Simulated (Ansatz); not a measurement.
C₈H₇ClO₂ (`COc1ccc(C(=O)Cl)cc1`), relaxed with RKS PBE0-D4/def2-TZVP in Ansatz from a PBE-D4/def2-SVP geometry. The force threshold is 0.005 eV/Å; the program also tests the step.

Total charge 0; spin multiplicity 1.

Start:

```xyz
18

C     2.893   -0.301    1.404
O     2.290    0.493    0.395
C     0.988    0.290    0.094
C     0.164   -0.673    0.721
C    -1.171   -0.796    0.329
C    -1.714    0.026   -0.683
C    -3.136   -0.185   -1.022
O    -3.877   -0.991   -0.525
Cl   -3.771    0.921   -2.335
C    -0.880    0.987   -1.302
C     0.451    1.118   -0.921
H     3.944    0.034    1.477
H     2.875   -1.382    1.143
H     2.398   -0.160    2.390
H     0.556   -1.327    1.511
H    -1.824   -1.541    0.806
H    -1.298    1.629   -2.090
H     1.112    1.859   -1.392
```

```tsv
step	energy (eV)	largest force (eV/Å)	largest move (Å)
1	-25013.7574	1.243	0.000
2	-25013.8659	0.281	0.043
3	-25013.8746	0.186	0.015
4	-25013.8751	0.113	0.006
5 (rejected)	-25013.8751	0.107	0.005
6	-25013.8753	0.034	0.003
7	-25013.8754	0.005	0.002
8	-25013.8754	0.001	0.001
```

End:

```xyz
18

C     2.856   -0.306    1.393
O     2.269    0.492    0.389
C     0.977    0.291    0.090
C     0.167   -0.661    0.710
C    -1.153   -0.784    0.324
C    -1.689    0.028   -0.675
C    -3.101   -0.182   -1.011
O    -3.830   -0.976   -0.515
Cl   -3.738    0.890   -2.301
C    -0.869    0.977   -1.288
C     0.447    1.108   -0.911
H     3.891    0.022    1.470
H     2.831   -1.366    1.125
H     2.359   -0.162    2.358
H     0.556   -1.304    1.487
H    -1.794   -1.518    0.796
H    -1.273    1.613   -2.064
H     1.094    1.840   -1.378
```

Run time 18 s (4 threads of an AMD EPYC 7R13 on a shared host and a share of an NVIDIA H100 80 GB); peak host memory 1.1 GiB.
